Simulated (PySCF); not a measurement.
Species: C9H9P.
SMILES with atom numbers: `[CH:1]#[C:2][c:3]1[p:4][cH:5][c:6]([CH3:7])[cH:8][c:9]1[CH3:10]` (hydrogens: H11 on C1; H12 on C5; H13, H14, H15 on C7; H16 on C8; H17, H18, H19 on C10)

The same species was optimised twice, with GFN2-xTB and with PBE0-D3(BJ)/def2-SVP (PySCF), and the same property calculations (PySCF, gas phase) were run on both structures.

```
   coordinate  GFN2-xTB  PBE0-D3(BJ)/def2-SVP  change
    C3–C9 (Å)     1.399                 1.413  +0.014
    C5–C6 (Å)     1.382                 1.396  +0.014
    C1≡C2 (Å)     1.202                 1.215  +0.013
    C2–C3 (Å)     1.413                 1.425  +0.012
    C8–C9 (Å)     1.385                 1.396  +0.011
    C6–C8 (Å)     1.392                 1.401  +0.009
    C3–P4 (Å)     1.750                 1.754  +0.004
    C6–C7 (Å)     1.501                 1.504  +0.003
    P4–C5 (Å)     1.730                 1.728  -0.002
   C9–C10 (Å)     1.501                 1.501   0.000
 C5–C6–C8 (°)     121.8                 120.9    -0.9
 C6–C8–C9 (°)     124.7                 125.6    +0.9
 C5–C6–C7 (°)     119.3                 120.1    +0.8
C3–C9–C10 (°)     118.4                 119.1    +0.7
 C3–P4–C5 (°)     100.1                 100.7    +0.6
 C3–C9–C8 (°)     122.0                 121.5    -0.5
 P4–C5–C6 (°)     126.3                 126.6    +0.3
 P4–C3–C9 (°)     125.0                 124.7    -0.3
```

Rotational constants: A = 2083, B = 904.3, C = 635.5 MHz (GFN2-xTB) against A = 2059, B = 890.3, C = 626.4 MHz (PBE0-D3(BJ)/def2-SVP).

On the GFN2-xTB structure: HOMO (eV) -6.68 [PBE0/pcSseg-1]; LUMO (eV) -1.74 [PBE0/pcSseg-1]; dipole (D) 2.38 [PBE0/pcSseg-1]; GIAO shielding of C1 (ppm) 85.1 [PBE0/pcSseg-1]; GIAO shielding of C2 (ppm) 98.2 [PBE0/pcSseg-1]; GIAO shielding of C3 (ppm) 32.5 [PBE0/pcSseg-1]; GIAO shielding of P4 (ppm) 55.3 [PBE0/pcSseg-1]; GIAO shielding of C5 (ppm) 24.9 [PBE0/pcSseg-1]; GIAO shielding of C6 (ppm) 39.2 [PBE0/pcSseg-1]; GIAO shielding of C7 (ppm) 158.8 [PBE0/pcSseg-1]; GIAO shielding of C8 (ppm) 49.6 [PBE0/pcSseg-1].

Question: What do these properties become on the PBE0-D3(BJ)/def2-SVP structure?

Answer: 
```
                                    property          level  on GFN2-xTB  on PBE0-D3(BJ)/def2-SVP  change
                                   HOMO (eV)  PBE0/pcSseg-1        -6.68                    -6.67   +0.01
                                   LUMO (eV)  PBE0/pcSseg-1        -1.74                    -1.76   -0.02
                                  dipole (D)  PBE0/pcSseg-1         2.38                     2.39   +0.01
energy, GFN2-xTB geometry as zero (kcal/mol)  PBE0/pcSseg-1          0.0                     -0.4    -0.4
                  GIAO shielding of C1 (ppm)  PBE0/pcSseg-1         85.1                     83.0    -2.1
                  GIAO shielding of C2 (ppm)  PBE0/pcSseg-1         98.2                     97.7    -0.5
                  GIAO shielding of C3 (ppm)  PBE0/pcSseg-1         32.5                     30.3    -2.2
                  GIAO shielding of P4 (ppm)  PBE0/pcSseg-1         55.3                     55.7    +0.4
                  GIAO shielding of C5 (ppm)  PBE0/pcSseg-1         24.9                     23.5    -1.4
                  GIAO shielding of C6 (ppm)  PBE0/pcSseg-1         39.2                     36.8    -2.4
                  GIAO shielding of C7 (ppm)  PBE0/pcSseg-1        158.8                    157.5    -1.3
                  GIAO shielding of C8 (ppm)  PBE0/pcSseg-1         49.6                     46.3    -3.3
```

The heavy atoms differ by 0.021 Å rms after alignment. Among bonds between heavy atoms C1≡C2, C3–C9 and C5–C6 change most and about equally (+0.013 to +0.014 Å). Changes are differences of the printed values. Neither structure is proved a minimum here.
